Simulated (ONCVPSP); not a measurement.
## Before and after: ONCV potential for gallium (Ga)

| Item | Value |
| --- | --- |
| Element | Ga (Z = 31) |
| Generator | ONCVPSP 4.0.1 |
| Type | optimised norm-conserving Vanderbilt (ONCV) |
| Functional | PBE |
| Relativity | scalar-relativistic |
| Frozen core | [Ne] |
| Valence charge | 21 |
| Reference configuration | 3s2 3p6 3d10 4s1 (charge +2) |
| Partial waves | 3s+4s: rc 1.20 bohr, ncon 5, nbas 8, qcut 10.4 1/bohr, 2 projectors; 3p: rc 1.10 bohr, ncon 4, nbas 9, qcut 15.5 1/bohr, 3 projectors, debl 0.5 Ha; 3d: rc 1.20 bohr, ncon 3, nbas 8, qcut 14.8 1/bohr, 3 projectors, debl 1.2 Ha; f scattering state at 0.4 Ha: rc 1.10 bohr, ncon 3, nbas 6, qcut 10.5 1/bohr, 2 projectors, debl 1 Ha |
| Local potential | polynomial inside 0.85 bohr (lpopt 5, dvloc0 0 Ha) |
| Core correction | Teter function, fcfact 4.75, rcfact 1.6 |

In the p channel the program set the typed energies aside and used -4.380, 0.250, 0.750 Ha. In the d channel the program set the typed energies aside and used -1.446, 0.250, 1.450 Ha.

Change: all radii but the core radius scaled by about 0.85 (s 1.02, p 0.94, d 1.02, f 0.94 bohr); local potential polynomial inside 0.72 bohr (lpopt 5, dvloc0 0 Ha).

Cutoffs: the cutoffs (Ha) at which the residual kinetic energy of the hardest occupied pseudo-wave falls to 1 and 0.1 mHa per electron; they do not see the model core or the augmentation charge, which bear on the density cutoff. Errors are all-electron minus pseudo energies relative to the spin-unpolarised reference configuration.

Question: How do hardness, ghosts and transferability respond?

Answer: The potential gets harder (79 Ha and 89 Ha → 89 Ha and 150 Ha); of the 4 tests that both files solve, the error grows in 0 and shrinks in 2 by more than 15 % and 0.3 meV (median size 3.1 → 2.7 meV); neither file shows a bound ghost. A smaller radius makes the pseudo-wave follow the all-electron one further in, where it bends more sharply, so more plane waves are needed.

| quantity | base | changed |
| --- | --- | --- |
| cutoff, loose | 79 Ha | 89 Ha |
| cutoff, tight | 89 Ha | 150 Ha |
| loose cutoff by channel | s 42 Ha, p 60 Ha, d 79 Ha | s 56 Ha, p 55 Ha, d 89 Ha |
| bound ghosts | none | none |
| GHOST(+) flags under 300 eV | none | none |
| error for 3s2 3p6 3d10 4s2 4p1, meV [ΔE -26.82 eV] | +3.4 | +3.1 |
| error for 3s2 3p6 3d10 4s2, meV [ΔE -21.13 eV] | +2.4 | +2.2 |
| error for 3s2 3p6 3d10 4s0, meV [ΔE 31.27 eV] | -2.7 | -2.0 |
| error for 3s1 3p6 3d10 4s2 4p1, meV [ΔE 130.87 eV] | -335 | -162 |
| rms error of d²Exc/dni dnj with the model core, mHa | 2.78 | 2.52 |
